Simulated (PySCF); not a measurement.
Vertical excitation energies

C₅H₈Si.
Structure used (PBE0-D3(BJ)/def2-SVP), in Å, numbered top down from 1:
```xyz
14
C5H8Si angstrom
C      2.9777   -0.4100    0.5944
C      1.8903   -0.0980    0.1564
C      0.5889    0.2687   -0.3422
C     -0.4514   -0.8591   -0.6276
C     -1.7767   -0.1012   -0.3667
Si    -0.7764    1.0636    0.7415
H      3.9410   -0.6874    0.9786
H      0.6901    0.9028   -1.2419
H     -0.3519   -1.3189   -1.6245
H     -0.3179   -1.6620    0.1149
H     -2.6040   -0.7002    0.0369
H     -2.1297    0.4183   -1.2718
H     -0.9819    2.5434    0.6773
H     -0.7062    0.6235    2.1664
```

Computed, not measured: TDDFT CAM-B3LYP/def2-SVPD, vertical, gas phase, core orbitals frozen in the response (PySCF 2.14.0, density-fitted response routines).

| state | E (eV) | E (hartree) | f | main configurations (H = HOMO, L = LUMO) |
| --- | --- | --- | --- | --- |
| S1 | 6.09 | 0.2237 | 0.0036 | H→L+2 (22%), H→L+5 (21%), H→L+1 (19%) |
| S2 | 6.36 | 0.2336 | 0.042 | H→L (58%) |
| S3 | 6.56 | 0.2410 | 0.0067 | H→L+1 (20%), H-1→L+2 (17%), H-1→L (13%) |
| S4 | 6.63 | 0.2436 | 0.0076 | H→L+2 (17%), H-1→L (13%), H-1→L+5 (12%) |
| S5 | 7.09 | 0.2604 | 0.021 | H→L+1 (30%), H-1→L (14%), H-2→L (11%) |
| S6 | 7.20 | 0.2645 | 0.048 | H-1→L (26%), H-1→L+1 (16%), H→L+1 (14%) |
| S7 | 7.43 | 0.2731 | 0.0052 | H-2→L (61%), H-1→L+1 (18%) |
| S8 | 7.61 | 0.2796 | 0.063 | H→L+3 (42%), H→L+5 (17%), H→L+2 (13%) |
| S9 | 7.71 | 0.2834 | 0.039 | H-2→L+1 (23%), H→L+3 (18%), H-1→L+1 (18%) |
| S10 | 7.83 | 0.2877 | 0.012 | H→L+4 (70%), H→L+2 (13%) |

Triplets (Tamm–Dancoff): T1 5.17 eV, H→L+2 (16%), H→L+7 (12%), H→L (11%); T2 5.61 eV, H→L+5 (17%), H→L+2 (14%), H→L+1 (11%); T3 5.66 eV, H-1→L+2 (15%), H-1→L+7 (14%), H→L (12%); T4 6.21 eV, H→L (55%), H→L+1 (11%), H→L+2 (11%).

The lowest singlet comes at 204 nm (587 kJ/mol) in the ultraviolet; it is very weak; its leading configuration is HOMO→LUMO+2 (22%). The strongest level in the table is S8 at 7.61 eV (163 nm, f = 0.063). Löwdin shares by element: HOMO carbon 75% or more, silicon 10% (atoms not listed hold the other 15%); LUMO silicon 33%, hydrogen 22% or more, carbon 11% or more (atoms not listed hold the other 34%). The oscillator strengths of these states sum to 0.249; summed over the whole spectrum of an exact calculation they would give the number of electrons, 52 (Thomas–Reiche–Kuhn). Of the 10 states listed, 6 reach f = 0.01 and none stays under 0.0005. Weighted by f, the mean energy of these states is 7.22 eV. The vertical ionisation energy (ΔSCF) is 9.14 eV, 1.32 eV above S10. The window holds the lowest 10 singlets.

One conformer stands for the species.
